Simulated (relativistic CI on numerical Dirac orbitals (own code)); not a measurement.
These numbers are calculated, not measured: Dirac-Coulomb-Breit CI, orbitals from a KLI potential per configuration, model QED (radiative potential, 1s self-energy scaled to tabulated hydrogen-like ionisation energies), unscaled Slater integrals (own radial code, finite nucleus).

Configuration list (outside the closed core [Ne]): 3s2.3p5, 3s.3p6, 3s2.3p4.3d, 3s.3p5.3d, 3p6.3d, 3s.3p4.3d2, 3s2.3p3.3d.4p, 3p6.4s, 3s.3p4.3d.4s, 3s2.3p4.4s, 3p6.4p, 3s2.3p4.4p, 3s2.3p4.4d, 3p5.3d.4p, 3s.3p5.4s, 3s2.3p4.4f, 3s.3p5.4p, 3s.3p5.4d, 3s.3p5.4f, 3s2.3p4.5s, 3s2.3p4.5p, 3s2.3p3.4s.4p, 3s2.3p4.5d, 3s2.3p4.5f, 3s2.3p4.5g, 3s.3p4.4s2, 3s.3p5.5s, 3s.3p5.5p, 3s2.3p3.3d2, 3s2.3p2.3d3, 3s.3p3.3d3, 3s2.3p2.3d2.4s, 3s2.3p2.3d2.4p, 3s2.3p2.3d2.4d, 3p5.3d2, 3p4.3d3, 3p4.3d2.4s, 3p4.3d2.4p, 3p4.3d2.4d, 3s2.3p3.3d.4s, 3s.3p3.3d2.4s, 3s2.3p2.3d.4s2, 3s2.3p2.3d.4s.4p, 3s2.3p2.3d.4s.4d, 3p5.3d.4s, 3p4.3d.4s2, 3p4.3d.4s.4p, 3p4.3d.4s.4d, 3s2.3p3.4s2, 3s.3p3.3d.4s2, 3s2.3p2.4s2.4p, 3s2.3p2.4s2.4d, 3s2.3p3.4p2, 3s2.3p2.3d.4p2, 3s.3p3.3d.4p2, 3s2.3p2.4s.4p2, 3s2.3p2.4p3, 3s2.3p2.4p2.4d. Double excitations out of closed p, d and f shells are left out; levels of such configurations are missing from the list, as are those of other unlisted configurations, and high levels can miss mixing partners. These lack a partner that the ground configuration has and come out too high: 3s2.3p4.4f, 3s.3p5.4p, 3s.3p5.4d, 3s.3p5.4f, 3s2.3p4.5s.

At this charge energies of transitions that change n are usually good to better than 1 %, and those within a shell (Δn = 0) to a few per cent.

Outline of the computed level scheme of Sm XLVI. Lowest level of each configuration: 3s2.3p5 2P°_3/2 at 0.000 eV; 3s2.3p4.3d 4D_3/2 at 187.536 eV; 3s.3p6 2S_1/2 at 299.832 eV; 3s2.3p3.3d2 4F°_3/2 at 386.139 eV.

Some strong electric-dipole decays among the lowest 45 levels: 3s2.3p4.3d 2S_1/2 → 3s2.3p5 2P°_3/2 (2.2e+12 s⁻¹); 3s2.3p4.3d 2D_5/2 → 3s2.3p5 2P°_3/2 (1.2e+12 s⁻¹); 3s2.3p4.3d 2P_3/2 → 3s2.3p5 2P°_3/2 (8.0e+11 s⁻¹); 3s2.3p4.3d 2P_1/2 → 3s2.3p5 2P°_1/2 (7.7e+11 s⁻¹); 3s.3p6 2S_1/2 → 3s2.3p5 2P°_3/2 (4.0e+11 s⁻¹); 3s2.3p4.3d 2P_3/2 → 3s2.3p5 2P°_3/2 (3.9e+11 s⁻¹); 3s2.3p4.3d 2D_3/2 → 3s2.3p5 2P°_1/2 (3.8e+11 s⁻¹); 3s2.3p4.3d 2D_5/2 → 3s2.3p5 2P°_3/2 (3.1e+11 s⁻¹).

LS names give the leading component of a level, which can be under half, so a name can repeat, a term be missing and a line seem to break the LS rules.
